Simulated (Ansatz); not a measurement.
Born–Oppenheimer molecular dynamics of CH5BrGe (8 atoms, charge 0, multiplicity 1). It starts at the highest image of a converged band. Of that band: Neighbouring images differ by up to 1.6 eV, so the band resolves the path poorly. A vibrational analysis at the climbing image gives one clearly imaginary mode, 195i cm⁻¹: a first-order saddle point.

Level of theory: RKS PBE-D4/def2-SVP (Ansatz).

```json
{
  "ensemble": "NVE (velocity Verlet)",
  "time step": "0.5 fs",
  "steps asked": "200",
  "starting velocities drawn for": "300 K",
  "seed": "4070"
}
```

First frame:

```xyz
8
Properties=species:S:1:pos:R:3
Ge -1.111 -0.517 -0.179
Br 2.512 -0.466 -0.965
C 0.086 0.693 0.560
H 1.133 0.262 -0.040
H -1.653 -0.323 -1.611
H -1.205 -1.964 0.350
H 0.278 0.574 1.641
H -0.040 1.743 0.244
```

(1) How far do the bonds stretch over the last three quarters of this one trajectory? (Pairs bonded in most of those frames.)

Results:

(1) 
```json
{"bond": "Ge1–C3", "mean (Å)": "1.810", "spread (Å)": "0.020", "shortest": "1.78", "longest": "1.84"}
{"bond": "Ge1–H5", "mean (Å)": "1.543", "spread (Å)": "0.036", "shortest": "1.49", "longest": "1.60"}
{"bond": "Ge1–H6", "mean (Å)": "1.542", "spread (Å)": "0.021", "shortest": "1.51", "longest": "1.58"}
{"bond": "Br2–H4", "mean (Å)": "1.556", "spread (Å)": "0.071", "shortest": "1.45", "longest": "1.70"}
{"bond": "C3–H7", "mean (Å)": "1.103", "spread (Å)": "0.011", "shortest": "1.08", "longest": "1.12"}
{"bond": "C3–H8", "mean (Å)": "1.102", "spread (Å)": "0.010", "shortest": "1.08", "longest": "1.12"}
```

Mean temperature of the second half: 182 K. The conserved energy stayed within 0.075 meV per atom of its start (net change 0.046 meV per atom), so the integration is sound. A run of 0.1 ps of so small a system gives no equilibrium averages. The orbitals stay closed-shell, which can raise the energy where a bond breaks towards radicals; this wasn't checked here.

Time of the run: 5.6 min on 2 threads of Arm Neoverse V1, with other jobs on the host, peak memory 0.31 GiB.
